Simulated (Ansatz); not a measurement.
Program: Ansatz. Geometries: PBE0-D4/def2-TZVP. ΔE: electronic, gas phase. CCSD(T)/CBS is the MP2 limit (def2-TZVPP, def2-QZVPP) plus CCSD(T) − MP2 in def2-TZVPP, frozen cores. This one scheme is used for every species. Functionals use def2-TZVPP. HSE06 is defined as in plane-wave codes.

Reaction (hydrogenolysis of the Si–Si bond): `F[Si]([SiH3])(Cl)Cl` + H₂ → `F[SiH](Cl)Cl` + SiH₄

```tsv
level	ΔE (eV)
PBE-D4	-0.05
BLYP-D4	-0.13
r2SCAN-D4	-0.16
r2SCANh	-0.20
HSE06	-0.20
RPA@PBE/def2-TZVPP	-0.32
CCSD(T)/def2-SVP	-0.39
CCSD/def2-TZVPP	-0.34
```

**Question.** What does CCSD(T)/CBS give? (Best estimate.)

**Answer.** Ansatz gave: -0.23 eV. The listed levels differ from it by 0.18, 0.10, 0.07, 0.03, 0.03, -0.09, -0.16, -0.11 eV.

**Question.** What do rigid-rotor, harmonic-oscillator terms from PBE0-D4/def2-TZVP frequencies (298.15 K, 1 bar) make of the CCSD(T)/CBS value? (An estimate is asked.)

**Answer.** Computed: ΔZPE = +0.12 eV, ΔH = -0.16 eV, ΔS = 12 J/(mol·K), ΔG = -0.20 eV.

Largest T1 diagnostic among the species: 0.011.

At CCSD(T), def2-SVP lies −0.17 eV from the extrapolated value and def2-TZVPP −0.05 eV. In def2-TZVPP, CCSD(T) changes the Hartree–Fock value by +0.29 eV (the triples alone add +0.06 eV) and MP2 by +0.30 eV. The D4 term adds +0.13 eV with B3LYP and +0.07 eV with PBE0; it sums over pairs of atoms, weighted by their polarisabilities, and B3LYP, whose exchange is more repulsive, gets the larger term.

B3LYP here is the variant with VWN-RPA as its local correlation; programs differ in this.
